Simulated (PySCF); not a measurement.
How methods differ on the ionisation energy of Hf²⁷⁺

Hf²⁷⁺ [Kr] 4d9 (2D) → Hf²⁸⁺ [Kr] 4d8 (3F), as a difference of total energies. All numbers are calculated (PySCF 2.14, the spin-free X2C one-electron Hamiltonian (Gaussian nucleus), in an uncontracted even-tempered set (19 s from 1.9 bohr⁻², ratio 2.5; 14 p from 2.5 bohr⁻², ratio 2.5; 9 d from 2.5 bohr⁻², ratio 2.5; 4 f from 14 bohr⁻², ratio 2.7; 4 g from 21 bohr⁻², ratio 2.7)). The calculations carry no spin-orbit coupling.

```csv
method,ionisation energy (eV)
UHF,1052.4
M06,1054.5
r2SCAN0,1054.0
```

Spin-orbit coupling is strong in these open shells (close to jj coupling). The scalar numbers leave it out and a first-order estimate fails, so it can dominate the gap to the real levels.

Breit and QED terms and the two-electron picture change are absent.

For comparison: 1047 ± 4 eV (theoretical estimate listed by NIST; NIST Atomic Spectra Database, ionization energies).
